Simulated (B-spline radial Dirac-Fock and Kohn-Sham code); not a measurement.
## Scattering functions of Zn¹⁴⁺

System: the Zn¹⁴⁺ ion, configuration [Ne] 3s2 3p4.

The computed values come from a radial finite-basis atomic code: relativistic Hartree-Fock (Dirac-Fock) wave functions, averaged over the configuration. f₀ is the Fourier transform of the spherical electron density, S the Waller-Hartree incoherent function, and s = sin θ/λ. The electron scattering factor follows from the Mott-Bethe formula f_e = 0.023934 Å⁻¹·(Z − f₀)/s².

```
s (Å⁻¹)      f₀       S  f_e (Å)
      0  16.000   0.000        –
   0.05  15.949   0.061  134.522
    0.1  15.796   0.242   33.995
   0.15  15.549   0.532   15.372
    0.2  15.213   0.917    8.848
   0.25  14.802   1.377    5.820
    0.3  14.327   1.893    4.168
   0.35  13.804   2.443    3.164
    0.4  13.245   3.008    2.506
   0.45  12.667   3.573    2.049
    0.5  12.082   4.123    1.715
    0.6  10.937   5.148    1.267
    0.7   9.885   6.046    0.983
    0.8   8.967   6.815    0.787
    0.9   8.194   7.475    0.644
      1   7.558   8.048    0.537
    1.1   7.036   8.557    0.454
    1.2   6.600   9.018    0.389
    1.4   5.891   9.842    0.294
    1.6   5.282  10.572    0.231
    1.8   4.707  11.225    0.187
      2   4.156  11.804    0.155
    2.5   2.971  12.928    0.104
      3   2.165  13.666    0.074
    3.5   1.687  14.154    0.055
      4   1.416  14.501    0.043
      5   1.140  14.988    0.028
      6   0.966  15.327    0.019
```

f₀ starts at the number of electrons, 16, and has fallen to half at s ≈ 0.93 Å⁻¹. The sum of ⟨r²⟩ over the electrons is 2.795 bohr². For an ion f_e diverges as s goes to zero, because of the net charge.
